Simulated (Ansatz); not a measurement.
Relaxation of CH₈BNS (12 atoms, charge 0, multiplicity 1), to a largest force component of 0.03 eV/Å in at most 50 steps.

The calculation used RKS PBE0-D4/def2-SVP (Ansatz 0.2.0).

```xyz
12
Properties=species:S:1:pos:R:3
B -0.095 0.626 -0.446
N 0.066 -0.078 2.196
H -0.691 -0.505 2.727
H 0.930 -0.238 2.714
C 1.340 0.122 -0.803
H 1.446 -0.961 -0.631
H 1.486 0.285 -1.888
H 2.156 0.655 -0.291
H -1.097 -0.017 -0.640
S -0.306 2.413 0.034
H -1.657 2.427 0.101
H -0.103 0.945 2.176
```

Task: Where does it end, and by what steps?

Result: The forces met the threshold. After 9 steps the energy has fallen by 0.728 eV; H4 moved furthest, 0.72 Å. Joined: B1–N2 (2.74 → 1.68 Å).

```tsv
step	energy less start (eV)	largest force component (eV/Å)	accepted
0	0.0000	0.757	yes
1	-0.0790	1.149	yes
2	-0.2196	1.323	yes
3	-0.4880	1.144	yes
4	-0.6431	0.915	yes
5	-0.4637	3.155	no
6	-0.6980	0.752	yes
7	-0.7261	0.080	yes
8	-0.7272	0.058	yes
9	-0.7277	0.027	yes
```

```xyz
12
Properties=species:S:1:pos:R:3
B -0.068 0.505 0.113
N 0.046 0.161 1.749
H -0.686 -0.475 2.068
H 0.952 -0.241 1.995
C 1.320 0.071 -0.565
H 1.544 -1.001 -0.415
H 1.281 0.234 -1.653
H 2.187 0.646 -0.191
H -1.053 -0.110 -0.269
S -0.325 2.401 0.026
H -1.669 2.429 0.151
H -0.054 1.054 2.239
```

Run time: 28 s on 2 threads of Arm Neoverse V1, with other jobs on the host, peak memory 0.2 GiB.
